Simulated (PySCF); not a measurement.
Te(I)(iPr), SMILES CC(C)[Te]I, CAM-B3LYP/def2-SVP optimised geometry.

```
12

Te    -1.77    -0.30     0.00
I     -2.11     2.40     0.00
C      0.42    -0.30     0.00
C      0.86    -1.74    -0.23
C      1.01     0.30     1.27
H      0.69     0.31    -0.87
H      1.96    -1.79    -0.26
H      0.53    -2.40     0.59
H      0.48    -2.15    -1.18
H      0.66     1.33     1.43
H      2.11     0.32     1.19
H      0.74    -0.29     2.15
```

Density from CAM-B3LYP/def2-TZVP, def2 effective core potentials past Kr run with PySCF at that geometry. The core electrons that the potentials of I, Te replace are not part of the density.

Minimum of the electron density along straight lines between bonded atoms, close to the bond critical point (lines longer than 1.1 times the sum of covalent radii, or with two minima, are not listed):

```csv
bond,length / Å,ρ at the minimum / e bohr⁻³,∇²ρ there / e bohr⁻⁵,position (fraction from the first atom)
Te1–I2,2.721,0.070,0.01,0.48
Te1–C3,2.193,0.111,-0.04,0.52
C3–C4,1.524,0.248,-0.62,0.51
C3–C5,1.518,0.252,-0.64,0.51
C3–H6,1.099,0.280,-0.97,0.65
C4–H7,1.102,0.271,-0.91,0.64
C4–H8,1.102,0.272,-0.92,0.64
C4–H9,1.100,0.274,-0.93,0.64
C5–H10,1.099,0.275,-0.94,0.64
C5–H11,1.103,0.270,-0.91,0.64
C5–H12,1.101,0.273,-0.93,0.64
```
